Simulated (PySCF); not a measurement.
Pb⁻ (lead, charge -1): UHF calculation

Configuration: [Xe] 4f14 5d10 6s2 6p3, high-spin 4S determinant. All numbers are calculated (PySCF 2.14, a scalar-relativistic core potential, in aug-cc-pVQZ-PP with one added diffuse shell each of s, p, d, f, g type with ECP60MDF (8s8p6d4f3g, 117 functions)).

```
Total energy             : -191.867995 hartree
One-electron energy      : -340.6938 hartree
Hartree (Coulomb) energy : 164.0003 hartree
Exchange energy          : -15.1745 hartree
⟨S²⟩                     : 3.7601
⟨L²⟩                     : 0.000
Sum of ⟨r⟩               : 37.44 bohr
Sum of ⟨r²⟩              : 95.86 bohr²
```

```json
{"shell": "5s α", "electrons": "1", "mean orbital energy (eV)": "-161.93", "rms radius, mean of both spins (bohr)": "0.925"}
{"shell": "5s β", "electrons": "1", "mean orbital energy (eV)": "-161.82", "rms radius, mean of both spins (bohr)": "0.925"}
{"shell": "5p α", "electrons": "3", "mean orbital energy (eV)": "-98.839", "rms radius, mean of both spins (bohr)": "1.05"}
{"shell": "5p β", "electrons": "3", "mean orbital energy (eV)": "-98.783", "rms radius, mean of both spins (bohr)": "1.05"}
{"shell": "5d α", "electrons": "5", "mean orbital energy (eV)": "-23.199", "rms radius, mean of both spins (bohr)": "1.40"}
{"shell": "5d β", "electrons": "5", "mean orbital energy (eV)": "-23.005", "rms radius, mean of both spins (bohr)": "1.40"}
{"shell": "6s α", "electrons": "1", "mean orbital energy (eV)": "-11.628", "rms radius, mean of both spins (bohr)": "2.65"}
{"shell": "6s β", "electrons": "1", "mean orbital energy (eV)": "-7.599", "rms radius, mean of both spins (bohr)": "2.65"}
{"shell": "6p α", "electrons": "3", "mean orbital energy (eV)": "-1.455", "rms radius, mean of both spins (bohr)": "4.23"}
```

Energies and moments cover only the electrons outside the core potential. Spin-orbit coupling, which splits the p, d and f shells strongly at this Z, is absent. Spin-orbit coupling is strong in this species (close to jj coupling), so the high-spin LS determinant is a model state, not a physical level.
